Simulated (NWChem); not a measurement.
Species: BHOF₂; SMILES OB(F)F

```xyz
5

B     -0.0234    -0.0085     0.0000
F      1.2972    -0.1393     0.0000
F     -0.7587    -1.1014     0.0000
O     -0.6196     1.1941     0.0000
H      0.0077     1.9240     0.0000
```
Atoms are numbered in this order, from 1.

Results from NWChem. Pople sets run with spherical d functions. All runs use the structure optimised with PBE0/def2-SVP. Static field.

For level PBE/6-31+G*:

```
Quantity                          Value
--------------------------------  -----
isotropic polarisability (bohr³)   18.6
anisotropy (bohr³)                  6.9
```

Problem. What are these values for level BHandHLYP/6-31+G*?

Solution. The isotropic polarisability (bohr³) is 16.2 and the anisotropy (bohr³) is 5.8.
